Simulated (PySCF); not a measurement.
A structure optimised at PBE0-D3(BJ)/def2-SVP, used in a PySCF frequency run:

```xyz
23

Si     2.3198    -0.0298     0.7548
Cl     3.0743     1.0615    -0.8317
Cl     3.0098     0.7994     2.5173
C      0.4589     0.0351     0.7049
C     -0.1232    -0.5511    -0.5834
Ge    -2.0886    -0.4522    -0.6795
C     -2.6317     1.4246    -0.5819
C     -2.8512    -1.4386     0.8287
C     -2.6847    -1.2382    -2.3674
H      2.8699    -1.4056     0.6509
H      0.0909    -0.5001     1.5984
H      0.1649     1.0903     0.8409
H      0.2851    -0.0225    -1.4613
H      0.1694    -1.6092    -0.6983
H     -3.7267     1.5125    -0.6465
H     -2.1916     2.0012    -1.4094
H     -2.3102     1.8810     0.3663
H     -2.5410    -2.4942     0.8028
H     -3.9506    -1.4040     0.7951
H     -2.5279    -1.0065     1.7876
H     -3.7810    -1.1933    -2.4508
H     -2.2530    -0.6969    -3.2226
H     -2.3782    -2.2927    -2.4367
```
Charge 0, spin multiplicity 1.

Write its SMILES and formula.

[CH3][Ge]([CH3])([CH3])[CH2]C[SiH](Cl)Cl, C5H14Cl2GeSi

What are its rotational constants (standard atomic weights)?

1.3043, 0.28027, 0.25516 GHz
